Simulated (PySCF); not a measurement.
## Bond curve of LiIn⁺

Set-up: PySCF, scalar-relativistic core potentials, basis sets Li cc-pVDZ, In cc-pVDZ-PP with ECP28. Energies in eV from Li⁺ + In in their ground configurations at the same level. All curves are PBE0. state 1: ²Σ⁺ (doublet), unpaired electrons σ ↑; state 2: ²Π (doublet), unpaired electrons π ↑, a second solution, started from another occupation; state 3: ⁴Π (quartet), unpaired electrons σ ↑↑, π ↑, a second solution, started from another occupation.

| R (Å) | state 1 | state 2 | state 3 |
| --- | --- | --- | --- |
| 2.777 | -1.252 | -0.2174 | 3.5589 |
| 2.906 | -1.324 | -0.2281 | 3.4857 |
| 3.035 | -1.364 | -0.2227 | 3.4456 |
| 3.132 | -1.378 | -0.2120 | 3.4322 |
| 3.229 | -1.382 | -0.1977 | 3.4299 |
| 3.326 | -1.378 | -0.1814 | 3.4365 |
| 3.455 | -1.362 | -0.1581 | 3.4559 |
| 3.616 | -1.331 | -0.1291 | 3.4926 |
| 3.810 | -1.281 | -0.0969 | 3.5482 |
| 4.069 | -1.203 | -0.0611 | 3.6321 |

Task: Put a parabola through the three lowest points of the state 1 curve and estimate Re, k and ωe (reduced mass 6.612 u; 1 eV/Å² = 0.16022 mdyn/Å; ωe = 1302.8·√(k/μ) cm⁻¹).

Result: Through R = 3.132, 3.229, 3.326 Å the second-order coefficient is 0.425 eV/Å², so Re ≈ 3.229 Å, k ≈ 0.136 mdyn/Å and ωe ≈ 187 cm⁻¹. A polynomial fit of higher order to the unrounded PBE0 energies gives Re = 3.224 Å, k = 0.143 mdyn/Å, ωe = 192 cm⁻¹; anharmonicity and rounding make the difference.

The higher-order fit for each curve: state 1: Re = 3.224 Å, ωe = 192 cm⁻¹, De = 1.38 eV; state 2: Re = 2.918 Å, ωe = 194 cm⁻¹, minimum 0.228 eV below the ground-state fragments; state 3: Re = 3.203 Å, ωe = 203 cm⁻¹, minimum 3.43 eV above the ground-state fragments.

Spin–orbit coupling is left out, which matters for elements this heavy, above all for dissociation energies. For an ion De counts to the pair picked by the measured ionisation energies or electron affinities, which need not be the lowest pair at this level. Counting both spins, an empty level lies below a filled one in some of these solutions, because spin and occupation are held. The state was picked by a PBE0 search and need not be the measured ground state.
